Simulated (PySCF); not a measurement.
CH₇OPSi, singlet, geometry from GFN2-xTB; CASSCF(6,7)/STO-3G run with PySCF.

Here is a job for PySCF.
```python
from pyscf import gto, scf, mcscf
import numpy

mol = gto.Mole()
mol.atom = '''
    Si    0.20755373    0.92180372   -0.17501257
    P     1.42806732   -0.83459341    0.52071209
    O    -1.25271261    0.39740156   -0.64099964
    C    -2.08362302   -0.53678802   -0.01984250
    H     0.61769159    1.57690767   -1.40823580
    H     0.13843427    1.83684952    0.97134537
    H     2.60536074   -0.12624400    0.65406859
    H     1.76359003   -1.28070863   -0.74550106
    H    -2.65376425   -0.06243465    0.78260907
    H    -2.77392176   -0.92753441   -0.76864056
    H    -1.50071349   -1.36167082    0.40090114
'''
mol.basis = 'sto-3g'
mol.verbose = 4
mol.build()

mf = scf.RHF(mol)
mf.kernel()
mc = mcscf.CASSCF(mf, 7, 6)
mc.fix_spin_(ss=0.0)
mc.kernel()
occ = numpy.linalg.eigvalsh(mc.fcisolver.make_rdm1(mc.ci, mc.ncas, mc.nelecas))[::-1]
ss = mc.fcisolver.spin_square(mc.ci, mc.ncas, mc.nelecas)[0]
print('natural occupations', occ.round(4), ' <S^2>', round(ss, 4))
```

It wrote (shortened):

```
PySCF version 2.14.0

[INPUT] verbose = 4
[INPUT] num. atoms = 11
[INPUT] num. electrons = 50
[INPUT] charge = 0
[INPUT] spin (= nelec alpha-beta = 2S) = 0
[INPUT] symmetry False subgroup None
[INPUT] Mole.unit = angstrom
[INPUT] Symbol           X                Y                Z      unit          X                Y                Z       unit  Magmom
[INPUT]  1 Si     0.207553730000   0.921803720000  -0.175012570000 AA    0.392219705832   1.741956571405  -0.330725825656 Bohr   0.0
[INPUT]  2 P      1.428067320000  -0.834593410000   0.520712090000 AA    2.698656122242  -1.577152970267   0.984003239850 Bohr   0.0
[INPUT]  3 O     -1.252712610000   0.397401560000  -0.640999640000 AA   -2.367283745689   0.750980109875  -1.211313765545 Bohr   0.0
[INPUT]  4 C     -2.083623020000  -0.536788020000  -0.019842500000 AA   -3.937476854639  -1.014382344748  -0.037496890627 Bohr   0.0
[INPUT]  5 H      0.617691590000   1.576907670000  -1.408235800000 AA    1.167267934547   2.979923620026  -2.661179980808 Bohr   0.0
[INPUT]  6 H      0.138434270000   1.836849520000   0.971345370000 AA    0.261602856554   3.471142524839   1.835576721664 Bohr   0.0
[INPUT]  7 H      2.605360740000  -0.126244000000   0.654068590000 AA    4.923418254294  -0.238566584870   1.236010501780 Bohr   0.0
[INPUT]  8 H      1.763590030000  -1.280708630000  -0.745501060000 AA    3.332702152713  -2.420188556067  -1.408792828973 Bohr   0.0
[INPUT]  9 H     -2.653764250000  -0.062434650000   0.782609070000 AA   -5.014887631662  -0.117984389183   1.478916804901 Bohr   0.0
[INPUT] 10 H     -2.773921760000  -0.927534410000  -0.768640560000 AA   -5.241952417371  -1.752786006010  -1.452520146632 Bohr   0.0
[INPUT] 11 H     -1.500713490000  -1.361670820000   0.400901140000 AA   -2.835937487540  -2.573184921612   0.757593357626 Bohr   0.0

nuclear repulsion = 226.795755308878
number of shells = 23
number of NR pGTOs = 105
number of NR cGTOs = 35
basis = sto-3g
ecp = {}

******** <class 'pyscf.scf.hf.RHF'> ********
method = RHF
initial guess = minao
damping factor = 0
level_shift factor = 0
DIIS = <class 'pyscf.scf.diis.CDIIS'>
diis_start_cycle = 1
diis_space = 8
diis_damp = 0
SCF conv_tol = 1e-09
SCF conv_tol_grad = None
SCF max_cycles = 50
direct_scf = True
direct_scf_tol = 1e-13
Set gradient conv threshold to 3.16228e-05
Initial guess from minao.
init E= -737.802293905101
  HOMO = -0.250676740332098  LUMO = 0.245090150302309  gap/eV = 13.49050
cycle= 1 E= -737.772411799324  delta_E= 0.0299  |g|= 0.455  |ddm|= 3.73
  HOMO = -0.185101349547268  LUMO = 0.387035537357619  gap/eV = 15.56864
cycle= 2 E= -737.845197375649  delta_E= -0.0728  |g|= 0.136  |ddm|= 0.817
  HOMO = -0.253091162982303  LUMO = 0.387340114916192  gap/eV = 17.42702
cycle= 3 E= -737.851274252085  delta_E= -0.00608  |g|= 0.0247  |ddm|= 0.21
  HOMO = -0.25970228745642  LUMO = 0.384488072974095  gap/eV = 17.52931
cycle= 4 E= -737.85163551584  delta_E= -0.000361  |g|= 0.00376  |ddm|= 0.0612
  HOMO = -0.258624613201632  LUMO = 0.385329492106254  gap/eV = 17.52288
cycle= 5 E= -737.851645217079  delta_E= -9.7e-06  |g|= 0.000978  |ddm|= 0.0102
  HOMO = -0.258862732950032  LUMO = 0.385275116302245  gap/eV = 17.52788
cycle= 6 E= -737.851645902115  delta_E= -6.85e-07  |g|= 0.000121  |ddm|= 0.00312
  HOMO = -0.258904104440243  LUMO = 0.385235110137256  gap/eV = 17.52792
cycle= 7 E= -737.851645912914  delta_E= -1.08e-08  |g|= 3.74e-05  |ddm|= 0.000349
  HOMO = -0.258902145322445  LUMO = 0.385237808908525  gap/eV = 17.52794
cycle= 8 E= -737.851645914052  delta_E= -1.14e-09  |g|= 6.45e-06  |ddm|= 0.000131
  HOMO = -0.258902250960924  LUMO = 0.385236901850673  gap/eV = 17.52792
cycle= 9 E= -737.851645914086  delta_E= -3.43e-11  |g|= 8.93e-07  |ddm|= 2.25e-05
  HOMO = -0.258902303841294  LUMO = 0.385236993861726  gap/eV = 17.52792
Extra cycle  E= -737.851645914084  delta_E= 2.27e-12  |g|= 3.45e-07  |ddm|= 1.85e-06
converged SCF energy = -737.851645914084

******** <class 'pyscf.mcscf.mc1step.CASSCF'> ********
CAS (3e+3e, 7o), ncore = 22, nvir = 6
max_cycle_macro = 50
max_cycle_micro = 4
conv_tol = 1e-07
conv_tol_grad = None
orbital rotation max_stepsize = 0.02
orbital rotation threshold for CI restart = 0.01
augmented hessian ah_max_cycle = 30
augmented hessian ah_conv_tol = 1e-12
augmented hessian ah_linear dependence = 1e-14
augmented hessian ah_level shift = 1e-08
augmented hessian ah_start_tol = 2.5
augmented hessian ah_start_cycle = 3
augmented hessian ah_grad_trust_region = 3
kf_trust_region = 3
kf_interval = 4
ci_response_space = 4
ci_grad_trust_region = 3
with_dep4 0
natorb = False
canonicalization = True
sorting_mo_energy = False
ao2mo_level = 2
internal_rotation = False
******** <class 'pyscf.fci.addons.SpinPenaltyFCISolver'> ********
max. cycles = 50
conv_tol = 1e-08
davidson only = True
linear dependence = 1e-12
level shift = 0.001
max iter space = 12
nroots = 1
pspace_size = 400
spin = None
CASCI E = -737.861779123721  S^2 = 0.0000000
Set conv_tol_grad to 0.000316228
macro iter   1 ( 21 JK    4 micro), CASSCF E = -737.869306214174  dE = -7.52709045e-03  S^2 = 0.0000000
               |grad[o]|=0.0139  |grad[c]|=0.054  |ddm|=0.0408  |maxRot[o]|=0.214
macro iter   2 ( 21 JK    4 micro), CASSCF E = -737.876348825184  dE = -7.04261101e-03  S^2 = 0.0000000
               |grad[o]|=0.0148  |grad[c]|=0.105  |ddm|=0.0464  |maxRot[o]|=0.238
macro iter   3 ( 21 JK    4 micro), CASSCF E = -737.880813294522  dE = -4.46446934e-03  S^2 = 0.0000000
               |grad[o]|=0.0172  |grad[c]|=0.0191  |ddm|=0.00947  |maxRot[o]|=0.167
macro iter   4 ( 21 JK    4 micro), CASSCF E = -737.882259643852  dE = -1.44634933e-03  S^2 = 0.0000000
               |grad[o]|=0.00888  |grad[c]|=0.0163  |ddm|=0.00784  |maxRot[o]|=0.145
macro iter   5 ( 21 JK    4 micro), CASSCF E = -737.883128076530  dE = -8.68432678e-04  S^2 = 0.0000000
               |grad[o]|=0.00541  |grad[c]|=0.00737  |ddm|=0.00395  |maxRot[o]|=0.0955
macro iter   6 ( 21 JK    4 micro), CASSCF E = -737.883349078185  dE = -2.21001655e-04  S^2 = 0.0000000
               |grad[o]|=0.00349  |grad[c]|=0.0217  |ddm|=0.0141  |maxRot[o]|=0.0735
macro iter   7 ( 12 JK    3 micro), CASSCF E = -737.883846655972  dE = -4.97577786e-04  S^2 = 0.0000000
               |grad[o]|=0.00306  |grad[c]|=0.0234  |ddm|=0.0207  |maxRot[o]|=0.149
macro iter   8 ( 12 JK    3 micro), CASSCF E = -737.884918005998  dE = -1.07135003e-03  S^2 = 0.0000000
               |grad[o]|=0.00323  |grad[c]|=0.026  |ddm|=0.0247  |maxRot[o]|=0.149
macro iter   9 ( 12 JK    3 micro), CASSCF E = -737.887125935085  dE = -2.20792909e-03  S^2 = 0.0000000
               |grad[o]|=0.00429  |grad[c]|=0.0309  |ddm|=0.0305  |maxRot[o]|=0.149
macro iter  10 ( 12 JK    3 micro), CASSCF E = -737.891050425603  dE = -3.92449052e-03  S^2 = 0.0000000
               |grad[o]|=0.00696  |grad[c]|=0.0377  |ddm|=0.0352  |maxRot[o]|=0.145
macro iter  11 ( 12 JK    3 micro), CASSCF E = -737.896002754759  dE = -4.95232916e-03  S^2 = 0.0000000
               |grad[o]|=0.0105  |grad[c]|=0.0414  |ddm|=0.0329  |maxRot[o]|=0.138
macro iter  12 ( 21 JK    4 micro), CASSCF E = -737.899789229114  dE = -3.78647436e-03  S^2 = 0.0000000
               |grad[o]|=0.0114  |grad[c]|=0.0154  |ddm|=0.00727  |maxRot[o]|=0.168
macro iter  13 ( 21 JK    4 micro), CASSCF E = -737.900314581650  dE = -5.25352536e-04  S^2 = 0.0000000
               |grad[o]|=0.00864  |grad[c]|=0.0221  |ddm|=0.011  |maxRot[o]|=0.175
macro iter  14 ( 20 JK    4 micro), CASSCF E = -737.900695491588  dE = -3.80909938e-04  S^2 = 0.0000000
               |grad[o]|=0.00796  |grad[c]|=0.0231  |ddm|=0.00888  |maxRot[o]|=0.0735
macro iter  15 ( 21 JK    4 micro), CASSCF E = -737.900610762302  dE =  8.47292862e-05  S^2 = 0.0000000
               |grad[o]|=0.00739  |grad[c]|=0.0166  |ddm|=0.00539  |maxRot[o]|=0.0645
macro iter  16 ( 21 JK    4 micro), CASSCF E = -737.901548633602  dE = -9.37871300e-04  S^2 = 0.0000000
               |grad[o]|=0.00754  |grad[c]|=0.0121  |ddm|=0.00496  |maxRot[o]|=0.048
macro iter  17 ( 12 JK    3 micro), CASSCF E = -737.902670975475  dE = -1.12234187e-03  S^2 = 0.0000000
               |grad[o]|=0.00603  |grad[c]|=0.0149  |ddm|=0.00602  |maxRot[o]|=0.082
macro iter  18 ( 21 JK    4 micro), CASSCF E = -737.902586127066  dE =  8.48484090e-05  S^2 = 0.0000000
               |grad[o]|=0.00333  |grad[c]|=0.0104  |ddm|=0.00282  |maxRot[o]|=0.0369
macro iter  19 ( 19 JK    4 micro), CASSCF E = -737.902911338884  dE = -3.25211818e-04  S^2 = 0.0000000
               |grad[o]|=0.00367  |grad[c]|=0.00396  |ddm|=0.00178  |maxRot[o]|=0.0307
macro iter  20 ( 18 JK    4 micro), CASSCF E = -737.902962181608  dE = -5.08427241e-05  S^2 = 0.0000000
               |grad[o]|=0.00226  |grad[c]|=0.00538  |ddm|=0.00184  |maxRot[o]|=0.0111
macro iter  21 ( 11 JK    4 micro), CASSCF E = -737.903054270630  dE = -9.20890220e-05  S^2 = 0.0000000
               |grad[o]|=0.00202  |grad[c]|=0.00321  |ddm|=0.00128  |maxRot[o]|=0.0163
macro iter  22 ( 10 JK    4 micro), CASSCF E = -737.903083491461  dE = -2.92208304e-05  S^2 = 0.0000000
               |grad[o]|=0.00129  |grad[c]|=0.00278  |ddm|=0.00109  |maxRot[o]|=0.00928
macro iter  23 ( 10 JK    4 micro), CASSCF E = -737.903109715367  dE = -2.62239060e-05  S^2 = 0.0000000
               |grad[o]|=0.00101  |grad[c]|=0.00163  |ddm|=0.000793  |maxRot[o]|=0.00943
macro iter  24 ( 11 JK    3 micro), CASSCF E = -737.903122910887  dE = -1.31955206e-05  S^2 = 0.0000000
               |grad[o]|=0.000585  |grad[c]|=0.000525  |ddm|=0.000525  |maxRot[o]|=0.0103
macro iter  25 (  7 JK    1 micro), CASSCF E = -737.903123645186  dE = -7.34298510e-07  S^2 = 0.0000000
               |grad[o]|=0.000129  |grad[c]|=0.000415  |ddm|=0.000155  |maxRot[o]|=0.00325
macro iter  26 (  4 JK    1 micro), CASSCF E = -737.903123689181  dE = -4.39957830e-08  S^2 = 0.0000000
               |grad[o]|=6.19e-05  |grad[c]|=0.000142  |ddm|=4.56e-05  |maxRot[o]|=0.00159
1-step CASSCF converged in  26 macro (413 JK  91 micro) steps
CASSCF canonicalization
Density matrix diagonal elements [1.98093845 1.97567976 1.97196377 0.02640206 0.01196287 0.01537201
 0.01768108]
CASSCF energy = -737.903123689181
CASCI E = -737.903123689181  E(CI) = -8.94288218644965  S^2 = 0.0000000
natural occupations [1.9823e+00 1.9762e+00 1.9715e+00 2.8500e-02 2.3600e-02 1.7200e-02
 8.0000e-04]  <S^2> 0.0
```
